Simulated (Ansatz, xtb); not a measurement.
## C6H9Cl2+: which of two isomers lies lower

Structure a: `C[C+](/C=C/CCl)CCl`, a singlet. Structure b: `C[CH+]/C=C/CC(Cl)Cl`, a singlet. Both are isolated ions in the gas phase, relaxed with B3LYP-D3(BJ)/def2-SVP; the shapes shown needn't be the lowest conformers.

a (Å):

```yaml
atoms:
  - { symbol: C, position_ang: [1.2395, 1.5337, -0.7386] }
  - { symbol: C, position_ang: [0.4740, 0.4547, -0.0816] }
  - { symbol: C, position_ang: [0.2588, -0.8332, -0.6052] }
  - { symbol: C, position_ang: [0.7326, -1.2494, -1.8290] }
  - { symbol: C, position_ang: [0.5462, -2.6175, -2.3622] }
  - { symbol: C, position_ang: [-0.0916, 0.7581, 1.2698] }
  - { symbol: Cl, position_ang: [2.2152, -3.2912, -2.1501] }
  - { symbol: Cl, position_ang: [1.2549, 0.2072, 2.3465] }
  - { symbol: H, position_ang: [1.9337, 1.9802, -0.0064] }
  - { symbol: H, position_ang: [0.5313, 2.3430, -1.0043] }
  - { symbol: H, position_ang: [1.7940, 1.2349, -1.6340] }
  - { symbol: H, position_ang: [-0.3247, -1.5355, -0.0025] }
  - { symbol: H, position_ang: [1.3304, -0.5754, -2.4502] }
  - { symbol: H, position_ang: [-0.1601, -3.2305, -1.7897] }
  - { symbol: H, position_ang: [0.3040, -2.6335, -3.4336] }
  - { symbol: H, position_ang: [-0.2595, 1.8279, 1.4429] }
  - { symbol: H, position_ang: [-0.9891, 0.1755, 1.5105] }
```

b (Å):

```xyz
17

C    -3.7715    1.7740   -2.4038
C    -2.6596    1.5543   -1.4825
C    -1.4468    0.9567   -1.8047
C    -0.4734    0.8205   -0.8268
C     0.8658    0.2579   -1.0407
C     1.4505   -0.5264    0.1497
Cl    1.4004    0.4649    1.6431
Cl    3.0995   -1.0428   -0.2589
H    -4.6836    1.2991   -1.9885
H    -4.0251    2.8538   -2.4095
H    -3.5859    1.4199   -3.4253
H    -2.7966    1.8912   -0.4454
H    -1.2646    0.6011   -2.8238
H    -0.6909    1.1829    0.1872
H     0.9281   -0.3412   -1.9624
H     1.5305    1.1385   -1.1940
H     0.8677   -1.4321    0.3550
```

Task: Which of the two would you expect CCSD(T)/def2-SVP + ΔMP2/def2-TZVPP electronic energies to favour?

Result: Not settled: CCSD(T)/def2-SVP + ΔMP2/def2-TZVPP gives E(b) − E(a) = +6.74 kJ/mol, but this leans on the basis-set step: CCSD(T) alone gives −2.21 kJ/mol.

Level by level:

```json
{"level": "GFN2-xTB", "geometry": "GFN2-xTB", "E(b) − E(a) (kJ/mol)": "+21.36", "departure from the last row (kJ/mol)": "+14.62", "job, with rough time for the two": "optimisation, 0.97 s"}
{"level": "HF/STO-3G", "geometry": "GFN2-xTB", "E(b) − E(a) (kJ/mol)": "−7.34", "departure from the last row (kJ/mol)": "−14.08", "job, with rough time for the two": "single point, 0.48 s"}
{"level": "r2SCAN-D4/def2-SVP", "geometry": "GFN2-xTB", "E(b) − E(a) (kJ/mol)": "−2.81", "departure from the last row (kJ/mol)": "−9.55", "job, with rough time for the two": "single point, 4.8 s"}
{"level": "B3LYP-D3(BJ)/def2-SVP", "geometry": "B3LYP-D3(BJ)/def2-SVP", "E(b) − E(a) (kJ/mol)": "+1.75", "departure from the last row (kJ/mol)": "−4.99", "job, with rough time for the two": "optimisation, 67 s"}
{"level": "HF/def2-SVP", "geometry": "B3LYP-D3(BJ)/def2-SVP", "E(b) − E(a) (kJ/mol)": "−8.48", "departure from the last row (kJ/mol)": "−15.22", "job, with rough time for the two": "part of the CCSD(T) run"}
{"level": "MP2/def2-SVP", "geometry": "B3LYP-D3(BJ)/def2-SVP", "E(b) − E(a) (kJ/mol)": "−6.16", "departure from the last row (kJ/mol)": "−12.90", "job, with rough time for the two": "part of the CCSD(T) run"}
{"level": "CCSD(T)/def2-SVP", "geometry": "B3LYP-D3(BJ)/def2-SVP", "E(b) − E(a) (kJ/mol)": "−2.21", "departure from the last row (kJ/mol)": "−8.96", "job, with rough time for the two": "single point"}
{"level": "CCSD(T)/def2-SVP + ΔMP2/def2-TZVPP", "geometry": "B3LYP-D3(BJ)/def2-SVP", "E(b) − E(a) (kJ/mol)": "+6.74", "departure from the last row (kJ/mol)": "", "job, with rough time for the two": "single point, 2.5 min"}
```

As drawn, both hold the same kinds of bond in the same numbers.

HF/STO-3G, r2SCAN-D4/def2-SVP, HF/def2-SVP, MP2/def2-SVP, CCSD(T)/def2-SVP put the two in the other order. B3LYP-D3(BJ)/def2-SVP finds them nearly level. The largest departure from CCSD(T)/def2-SVP + ΔMP2/def2-TZVPP is that of HF/def2-SVP, 15.22 kJ/mol. The last row adds to CCSD(T) the change of the MP2 difference between the two basis sets, here +8.96 kJ/mol.

With thermal terms from frequencies at re-optimised GFN2-xTB minima (ideal gas, soft modes damped towards free rotors, one conformer each, 298.15 K, 1 atm): on the last row, ΔE + ΔZPE = +1.28, ΔH = +1.63, ΔG = +1.37 kJ/mol.

The correlated steps freeze 16 core orbitals. Programs: Ansatz 0.2.0, xtb 6.7.1; the last row on 4 threads of Arm Neoverse V2 on a shared host.
